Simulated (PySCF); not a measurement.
# Spinor energies of Rh (rhodium, neutral)

Start: [Kr] 4d8 5p1; 4d3/2 filled at m_j = -1/2, +1/2, +3/2; 4d5/2 filled at m_j = -3/2, -1/2, +1/2, +3/2, +5/2; 5p3/2 filled at m_j = +3/2. Calculated with PySCF 2.14 in x2c-SVPall-2c with one added diffuse shell each of s, p, d type (7s9p7d1f, 76 functions): generalised Hartree-Fock with the X2C-1e Hamiltonian and a Gaussian nucleus; one run each with spin-orbit coupling (SO) switched off, then screened by Boettger's factors. This is a chosen level, not necessarily the ground level.

| spinor shell | electrons | ε, spin-free (eV) | ε, screened SO (eV) | weight of nominal j (screened SO) | rms radius, screened SO (bohr) |
| --- | --- | --- | --- | --- | --- |
| 1s1/2 | 2 | -23340.2 | -23338.7 | 1.000 | 0.0375 |
| 2s1/2 | 2 | -3465.9 | -3465.5 | 1.000 | 0.154 |
| 2p1/2 | 2 | -3100.4 | -3200.7 | 1.000 | 0.134 |
| 2p3/2 | 4 | -3100.4 | -3053.8 | 1.000 | 0.138 |
| 3s1/2 | 2 | -655.77 | -655.65 | 1.000 | 0.415 |
| 3p1/2 | 2 | -532.26 | -550.15 | 1.000 | 0.412 |
| 3p3/2 | 4 | -532.26 | -523.88 | 1.000 | 0.422 |
| 3d3/2 | 4 | -334.95 | -338.12 | 0.997 | 0.401 |
| 4s1/2 | 2 | -102.99 | -102.98 | 1.000 | 1.05 |
| 4p1/2 | 2 | -65.687 | -69.748 | 0.944 | 1.15 |
| 4p3/2 | 4 | -65.687 | -63.762 | 0.972 | 1.18 |
| 4d5/2 | 5 | -13.775 | -13.741 | 0.620 | 1.70 |
| 4d3/2 | 3 | -13.775 | -13.963 | 0.651 | 1.68 |
| 5p3/2 | 1 | -3.375 | -3.349 | 1.000 | 5.83 |

Q: Where does 3d5/2 lie, and what is the 3d spin-orbit splitting (screened SO)?

A: At -332.73 eV, 5.385 eV above 3d3/2.

```
   quantity    spin-free  screened SO
E (hartree)  -4780.28495  -4781.01059
        M_J         11/2         11/2
       ⟨J²⟩       35.800       35.797
       ⟨L²⟩       20.034       20.090
       ⟨S²⟩        3.765        3.763
```

Each row is a mean over spinors that exchange with the open shell spreads, by up to 7.089 eV (4p3/2).

Rows whose weight is well below 1 are mixtures of j = l ± 1/2: exchange outweighs spin-orbit coupling there, and the label is only the starting occupation.

Breit and QED terms are absent; they matter most for the inner s and p1/2 levels.

Densities and radii are taken from the X2C orbitals without a picture-change correction, which distorts them close to the nucleus.

Without spin-orbit coupling the j labels of p, d and f shells carry no meaning; the spin-free column gives the mean over the occupied spinors of each nl shell.
